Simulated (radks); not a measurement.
Excited configurations of Pd: one electron is placed in a higher orbital outside [Kr] 4d9. The ground configuration is [Kr] 4d10. All-electron calculation, scalar-relativistic Kohn-Sham, PBE, spin-polarised, spherical densities, finite nucleus; open shells are filled with parallel spins first (spin-orbit coupling, left out, can overturn this in heavy ions); Fermi nuclear charge, rms radius 4.5318 fm. Program: a radial shooting solver on a logarithmic mesh with Libxc functionals. Excitation = E - E(ground); binding = E(ion) - E, where the ion is the core of charge +1; n* = 1/sqrt(2 binding) in atomic units, and the quantum defect is n - n*.

| outer orbital | excitation (eV) | binding (eV) | quantum defect | <r> (bohr) |
|---|---|---|---|---|
| 5s | 1.044 | 7.905 | 3.688 | 3.188 |
| 5d | 7.293 | 1.656 | 2.133 | 10.03 |
| 6p | 7.084 | 1.865 | 3.299 | 11.08 |
| 6d | 7.910 | 1.039 | 2.382 | 19.04 |
| 7s | 7.582 | 1.367 | 3.845 | 16.41 |
| 7p | 7.866 | 1.082 | 3.455 | 20.04 |
| 7d | 8.243 | 0.706 | 2.611 | 30.18 |

The Delta-SCF ionisation energy is 8.949 eV (NIST Atomic Spectra Database: 8.337 eV, measured). Self-interaction in the functional shifts the binding energies and quantum defects, so they are the method's values and not measured ones. Open shells are spherical and high-spin; term and fine-structure splittings are not resolved.
